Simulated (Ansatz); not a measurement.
The lowest doublet and quartet of CH (SMILES [CH]); geometries from B3LYP-D3(BJ)/def2-TZVP, each state relaxed from the structure named, with no frequency check.
Doublet (charge 0, multiplicity 2):
```xyz
2

C      0.00000     0.00000    -0.16050
H      0.00000     0.00000     0.96301
```

A positive gap puts the quartet lower; no zero-point energy. U- takes an unrestricted doublet. The quartet is unrestricted in single-reference levels. Active spaces average the two states.

Frozen-core correlation.

The values were computed with Ansatz (a program for electronic structure). 

Question: One of these levels gives -8.21 kcal/mol for the gap E(doublet) − E(quartet), vertical, at the doublet's geometry. Which?
A) U-B3LYP/def2-TZVPP
B) U-MP2/cc-pVQZ (spin-contaminated)
C) U-CCSDT/cc-pVDZ (spin-contaminated)
D) SA-CASSCF(5,5)/cc-pVDZ

Answer: B, U-MP2/cc-pVQZ (spin-contaminated). The others give -21.17 (U-B3LYP/def2-TZVPP), -13.21 (U-CCSDT/cc-pVDZ (spin-contaminated)), -6.31 (SA-CASSCF(5,5)/cc-pVDZ)

Doubts at one or more of the structures used: T1 above 0.05 (U-CCSDT/cc-pVDZ (spin-contaminated)).
